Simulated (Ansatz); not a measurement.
Br2Zn, charge +1, doublet (typed; the unrestricted solution is spin-contaminated), at a GFN2-xTB geometry (such geometries of metal compounds can be far from the true shape) (a state made from the parent by changing its charge; the spin is typed, not shown lowest); CAM-B3LYP/STO-3G run with Ansatz (a program for electronic structure).

Ansatz was given this input:
Ansatz 0.2 input:
```yaml
crystal:
  periodic: [false, false, false]
  atoms:
    - {symbol: Zn, position_ang: [0.00000000, 0.00000000, 0.00000000]}
    - {symbol: Br, position_ang: [-0.00000000, -0.00000000, -2.37688728]}
    - {symbol: Br, position_ang: [0.00000000, 0.00000000, 2.37688728]}
basis:
  gaussian:
    orbitals: STO-3G
hamiltonian:
  xc: cam_b3lyp
total_charge: 1
magnetization: {spin_polarized: true, initial_magnetization: 1}
accuracy: high
```

The log (banner, timings and long lists left out):

```
Functional definition: CAM-B3LYP
702 factors; integrals over basis functions are off by at most 8.8e-9 eV
170 factors; integrals over basis functions are off by at most 1.3e-9 eV
mean field evaluation 1: about -185852.5043 eV, gradient 3.4e1 eV
mean field evaluation 2: about -186174.8523 eV, gradient 5.8e1 eV
mean field evaluation 4: about -186219.2868 eV, gradient 7.7e1 eV
mean field evaluation 8: about -186381.9608 eV, gradient 4.8e1 eV
mean field evaluation 16: about -186417.4582 eV, gradient 8.3e-2 eV
mean field evaluation 32: about -185852.5043 eV, gradient 3.4e1 eV
mean field evaluation 64: about -186413.9770 eV, gradient 2.5e0 eV
mean field evaluation 96: about -186417.5709 eV, gradient 2.2e0 eV
mean field -186417.82484680 eV, -6850.7287045800 hartree, gradient 1.5e-8 eV, S^2 1.057505; 6 other end points of the search recorded, 0 dependent functions left out
reference -186417.82486076 eV, -6850.7287050927 hartree; 50, 49 occupied and 4, 5 virtual orbitals, 702 factors
Total energy: -186417.82486076 eV, -6850.7287050927 hartree
```
